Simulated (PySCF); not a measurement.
Fill in the blanks.

Compound: C9H11P.
SMILES with atom numbers: `[CH3:1][c:2]1[cH:3][cH:4][c:5]([CH:6]2[CH2:7][CH2:8]2)[p:9][cH:10]1` (hydrogens: H11, H12, H13 on C1; H14 on C3; H15 on C4; H16 on C6; H17, H18 on C7; H19, H20 on C8; H21 on C10)

Conformer (atom-mapped SMILES and torsion angles): `[CH3:1][c:2]1[cH:3][cH:4][c:5]([CH:6]2[CH2:7][CH2:8]2)[p:9][cH:10]1`: C4–C5–C6–C7 144°.

```json
{"property": "rotational constants A, B, C of the GFN2-xTB geometry", "level": "GFN2-xTB", "value": "3.105, 0.710, 0.608 GHz"}
{"property": "dipole moment", "level": "PBE0/pcSseg-1", "value": "1.52 D"}
{"property": "HOMO energy", "level": "PBE0/pcSseg-1", "value": "-6.54 eV"}
{"property": "LUMO energy", "level": "PBE0/pcSseg-1", "value": "?"}
{"property": "13C chemical shifts (computed TMS as zero) by class", "level": "GIAO PBE0/pcSseg-1", "value": "?"}
{"property": "1H chemical shifts (computed TMS as zero) by class", "level": "GIAO PBE0/pcSseg-1", "value": "8.93 (H21), 7.91 (H15), 7.42 (H14), 2.56 (H11/H12/H13), 1.90 (H16), 1.39 (H17/H19), 0.97 (H18/H20) ppm"}
{"property": "isotropic shieldings of nuclei other than C and H, by class", "level": "GIAO PBE0/pcSseg-1", "value": "?"}
```

The electronic properties come from PySCF, for the isolated species, density fitting. GFN2-xTB frequencies show an imaginary mode (36i cm⁻¹), so this geometry is no minimum at that level. NMR classes are plain means over equivalent atoms (diastereotopic ones count apart unless rotation or inversion swaps them), as if these changed places fast; in this geometry the members of some classes differ.

(1) What are the isotropic shieldings of nuclei other than C and H, by class?

(2) Give the 13C chemical shifts (computed TMS as zero) by class.

(3) Give the LUMO energy.

## Answers

(1) 110 (P9) ppm.

(2) 188.1 (C5), 164.2 (C10), 144.8 (C2), 138.0 (C4), 135.1 (C3), 26.7 (C1), 25.1 (C6), 22.9 (C7/C8) ppm.

(3) -1.35 eV.

The rotational constants make it an asymmetric top with κ = (2B − A − C)/(A − C) = -0.92, nearer the prolate limit (−1). The dipole matches unit charges of opposite sign 0.32 Å apart (1 e·Å = 4.8032 D). With B = h/(8π²I), that is 505.379 GHz u Å² over I, the principal moments of inertia are 162.8, 711.4 and 831.6 u Å² (most abundant isotopes); the inertial defect Ic − Ia − Ib is -42.6 u Å² (zero for a rigid planar frame, negative otherwise).

One conformer stands for the species.
